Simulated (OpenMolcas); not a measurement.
Te II: thermal populations, worked from levels

* Program: OpenMolcas
* Basis: ANO-RCC-VTZP [7s6p4d2f1g]
* Scalar Hamiltonian: DKH2, point nucleus
* Active space: 5 electrons in 8 orbitals (5s 5p 6s 6p)
* State averaging: 2S+1 = 4 odd, 1 root; 2S+1 = 2 odd, 8 roots; 2S+1 = 4 even, 3 roots; 2S+1 = 2 even, 9 roots
* Spin-orbit coupling: state interaction with AMFI integrals over the reference wave functions, term energies averaged over their components

Methods: CASSCF; SS-CASPT2, IPEA 0.25 Eh, imaginary shift 0.1 Eh (closed shells correlated: 4d). Measured levels: NIST Handbook of Basic Atomic Spectroscopic Data.

**Thermal populations.** Z = Σ (2J + 1) exp(-E/kT) with k = 0.695035 cm-1/K, over the levels below. No other level of either list lies under 78800 cm-1, which is above 7 kT at each temperature.

```
          Level  2J + 1  SS-CASPT2  measured
5s2 5p3 4S* 3/2       4        0.0       0.0
5s2 5p3 2D* 3/2       4      11720     10222
5s2 5p3 2D* 5/2       6      13520     12422
5s2 5p3 2P* 1/2       2      22680     20547
5s2 5p3 2P* 3/2       4      25130     24032
  5s 5p4 4P 5/2       6      74260     71193
  5s 5p4 4P 3/2       4      77540     74893
```

```tsv
T (K)	Z, SS-CASPT2	Z, measured levels	Ground level (%), SS-CASPT2	Ground level (%), measured levels
5000	4.266	4.389	93.8	91.1
8000	5.091	5.382	78.6	74.3
12000	6.497	6.924	61.6	57.8
```

At 12000 K, kT = 8340 cm-1, and the computed levels give Z = 4.000 + 0.981 + 1.186 + 0.132 + 0.197 + 0.001 + 0.000 = 6.497.

Term energies are means over components that CASPT2 splits; among the terms shown or strongly mixed into the levels shown the widest spread is 96 cm-1 (5s2 5p3 2D*, SS-CASPT2). Over all roots computed the reference weight is 0.82 to 0.91 in SS-CASPT2; the roots of lowest weight are the least certain, and an intruder state may touch them. Active for correlation alone: 6p 6s; no level in the range computed is led by a configuration that fills them, so any true level of that kind is missing. Terms of s pⁿ other than that of highest spin mix with s² pⁿ⁻² d, which this space lacks; all of them can be thousands of cm-1 off, and some have no real level of that name. Computed and measured levels are paired by configuration, term and J; levels that our copy of the source lacks, or whose pairing is in doubt (as where it misses far off the trend of its configuration), stay unpaired and out of the deviations. Levels of configurations outside the active space are missing.

* marks odd parity.
